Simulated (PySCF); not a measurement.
Computed IR spectrum (relative IR intensity) of a molecule C5H6O2. Coordinates come from a B3LYP-D3(BJ)/def2-SVP optimisation. Other conformers were not sampled. The numbers are results of B3LYP-D3(BJ)/def2-SVP in PySCF, not measurements. Harmonic, unscaled wavenumbers; measured fundamentals usually lie a few per cent lower.

ν (cm⁻¹): 557 (w), 568 (w), 638 (m), 696 (w), 705 (w), 739 (m), 827 (vw), 1105 (w), 1116 (vw), 1194 (s), 1387 (m), 1399 (vw), 1462 (vw), 1467 (vw), 1867 (vs), 3055 (w), 3148 (vw), 3152 (vw), 3472 (m), 3748 (m) (against the strongest line: vs over 80 %, s over 45 %, m over 15 %, w over 4 %, vw less)

Q: Which structure fits?
A. CC1=CC(=O)CO1
B. Cc1occc1O
C. C#C[C@H](C)C(=O)O
D. C#CCOCC=O

A: C, C#C[C@H](C)C(=O)O
